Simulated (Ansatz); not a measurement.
Name a neutral molecule of Cl, Si, Zn and H with HOMO energy (ωB97M-V/def2-TZVPP) between -9.60 and -9.30 eV and size of the dipole moment (ωB97M-V/def2-TZVPP) between 1.45 and 1.75 D (Ansatz, PBE0-D4/def2-TZVP geometry).

`Cl[SiH2][ZnH]` (-9.38 eV, 1.70 D). Other molecules can fit too; these were computed, each in one conformer that needn't be the lowest.
